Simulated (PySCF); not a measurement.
C3H6BFN2, SMILES CN1CN=CB1F.

The structure is a stationary point at B3LYP-D3(BJ)/def2-SVP. The structure was generated by enumeration, and PubChem lists no compound with its InChIKey, so it may never have been made. The values are those of a single conformer.

Two levels are set side by side: PBE/def2-TZVP (PySCF) and PBE0/def2-TZVP (PySCF). Same geometry, gas phase. Differences are taken from unrounded values.

```tsv
quantity	PBE
orbital gap (eV)	3.87
highest occupied level (eV)	-5.94
lowest empty level (eV)	-2.07
dipole moment (D)	2.37
mean polarisability (bohr³)	63.3
```

Question: These are the PBE values. What does PBE0 give? (Estimate from the structure and the level; the computed values follow.)

Answer: 
| quantity | PBE0 | PBE minus PBE0 |
|---|---|---|
| orbital gap (eV) | 6.40 | -2.52 |
| highest occupied level (eV) | -7.50 | 1.56 |
| lowest empty level (eV) | -1.11 | -0.96 |
| dipole moment (D) | 2.27 | 0.10 |
| mean polarisability (bohr³) | 60.7 | 2.6 |

PBE's occupied levels lie high since its potential decays too fast outside the molecule; exact exchange lowers them and widens the gap. Loosely held outer electrons make PBE densities more polarisable. Differences between two approximate levels are no errors against the true value.

Rough cost on one machine, each run with all the roots and properties that it gave: PBE0 against PBE within a factor of 2.
